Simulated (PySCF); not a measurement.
## Exercise with solution: entropy of an ideal gas

AlFBr₂, SMILES [F][Al]([Br])[Br].

Geometry: B3LYP-D3(BJ)/def2-SVP. The structure was generated by enumeration; whether it is a known compound was not checked.

B3LYP-D3(BJ)/def2-SVP run with PySCF gives the harmonic wavenumbers 104, 181, 212, 310, 530, 892 cm⁻¹ and the rotational temperatures 0.1717, 0.0397, 0.0322 K. The molar mass is 205.79 g/mol, the symmetry number 2, the spin multiplicity 1.

**Question.** Work out the entropy at 298.15 K and 1 atm in the rigid-rotor, harmonic-oscillator model.

**Answer.** 
Translation (Sackur–Tetrode at 1 atm): S = R[1.5 ln M + 2.5 ln T − 1.16487] = 175.2 J/(mol K).
Rotation: q = (√π/σ) T^1.5/√(θA θB θC) = 308000, S = R[ln q + 3/2] = 117.5 J/(mol K).
Vibration: with u = 1.4388 ν/T, each mode gives R[u/(e^u − 1) − ln(1 − e^−u)]:
```
ν (cm⁻¹)  modes     u  S (J/(mol K))
--------  -----  ----  -------------
104           1  0.50          14.13
181           1  0.87           9.70
212           1  1.02           8.48
310           1  1.50           5.70
530           1  2.56           2.46
892           1  4.30           0.60
```
These are all the modes. Sum 41.1 J/(mol K).
Spin: R ln 1 = 0.0 J/(mol K).
Total 333.8 J/(mol K); the program's own thermochemistry gives 333.8. Translation makes up 52 % and vibration 12 %. Anharmonicity, hindered rotation and orbital degeneracy are left out.
